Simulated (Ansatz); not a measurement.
Two isomers of C3H6OSe: A = `C=C[Se]CO`, B = `CO/C=C\[SeH]`.

Gas-phase electronic energies from Ansatz, PBE0-D4/def2-TZVP geometries. CCSD(T)/CBS is the MP2 limit (def2-TZVPP, def2-QZVPP) plus CCSD(T) − MP2 in def2-TZVPP, frozen cores. DFT in def2-TZVPP. B3LYP here is the variant with VWN-RPA as its local correlation; programs differ in this. For Se outer-core shells are correlated without core-valence functions, which leaves a few kJ/mol of doubt a bond. Scalar relativity is left out up to krypton. One conformer a species, not always the lowest.

(1) Which isomer does CCSD(T)/CBS put lower? Give the gap. (Estimate.)

(2) Give E(B) − E(A) in kJ/mol with PBE-D4, ωB97M-V, PBE0-D4, CCSD(T)/def2-TZVPP, r2SCAN-D4, B3LYP, B3LYP-D4. (Best estimate.)

Largest T1 diagnostic: 0.011.

Results:

(1) Computed: A, by 25.4 kJ/mol.

(2) The calculation gave: PBE-D4 19.3, ωB97M-V 18.2, PBE0-D4 17.8, CCSD(T)/def2-TZVPP 21.8, r2SCAN-D4 16.9, B3LYP 14.0, B3LYP-D4 15.7. None reverses the order clearly.

In def2-TZVPP, CCSD(T) changes the Hartree–Fock value by +13.4 kJ/mol (the triples alone add +1.8 kJ/mol) and MP2 by +17.9 kJ/mol.
